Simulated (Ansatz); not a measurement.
## From F to I: the atomisation energy (no zero-point term)

One atom is swapped for its congeners: CHBrF `F[CH]Br`; CHBrCl `Cl[CH]Br`; CHBr2 `Br[CH]Br`; CHBrI `Br[CH]I`. All are doublets with charge 0.

Shapes, held fixed at every level: PBE0-D4/def2-TZVP. Programs: Ansatz 0.2.0. Values in eV.

| level | CHBrF | CHBrCl | CHBr2 | CHBrI |
| --- | --- | --- | --- | --- |
| SPW92/def2-TZVPP | 15.14 | 13.59 | 12.99 | 12.43 |
| r2SCAN-D4/def2-TZVPP | 12.63 | 11.45 | 10.92 | 10.38 |
| BHLYP-D4/def2-TZVPP | 11.59 | 10.53 | 10.01 | 9.54 |
| PBE0-D4/def2-TZVPP | 12.55 | 11.44 | 10.89 | 10.39 |
| wB97M-V/def2-TZVPP | 12.27 | 11.10 | 10.47 | 9.94 |
| CCSD(T)/def2-TZVPP | 11.88 | 10.68 | 10.22 | 9.75 |

At CCSD(T)/def2-TZVPP the atomisation energy falls at every step, from 11.88 to 9.75 eV. Every level shows the same order. Open shells run unrestricted unless RO is named. For atoms past krypton def2 sets carry core potentials with scalar relativity. Relativity is left out for Br unless named. Correlated rows may include outer-core shells of Br, I, which these sets cover unevenly. Spin-orbit coupling, which grows down the group, is left out (summed over each molecule's free atoms 0.17, 0.19, 0.31, 0.47 eV).
